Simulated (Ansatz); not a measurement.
Cost and result up the ladder for `FC(F)(F)c1cnc(-c2cnc(-c3cnc(C(F)(F)F)s3)s2)s1` (26 atoms). The state is a singlet with charge 0. Geometry: r2SCAN-D4/def2-SVP.

Ansatz on 2 threads of AMD EPYC 7R13 on a shared host and a share (18 GiB) of an NVIDIA H100 80GB HBM3. Times are rough, and most runs start from the orbitals of an earlier one. PBE0-D4/def2-TZVP serves as the yardstick here, not as an exact answer. Differences are given only for rows in sets of like size (and for xTB, whose basis is part of the method), since another set adds its own error. Binding counts from free atoms at the same level (F doublet, C triplet, N quartet, S triplet, H doublet; other spins of the atoms weren't run), without zero-point energy or a counterpoise term.

Single mean-field runs in def2-TZVP are fitted with def2-universal-jkfit.

```csv
level,functions,wall time
r2SCAN-D4/def2-TZVP (with forces),749,12 s
PBE-D4/def2-SVP,349,13 s
PBE0-D4/def2-SVP,349,13 s
PBE0-D4/def2-TZVP,749,14 s
PBE-D4/def2-TZVP,749,15 s
```

**Question.** Estimate what each level gives for the binding energy per atom (eV).

**Answer.** 
| level | binding energy per atom (eV) | difference from PBE0-D4/def2-TZVP (eV) |
| --- | --- | --- |
| r2SCAN-D4/def2-TZVP (with forces) | 5.00 | -0.05 |
| PBE-D4/def2-SVP | 5.38 | – |
| PBE0-D4/def2-SVP | 5.14 | – |
| PBE0-D4/def2-TZVP | 5.05 | 0.00 |
| PBE-D4/def2-TZVP | 5.27 | 0.22 |
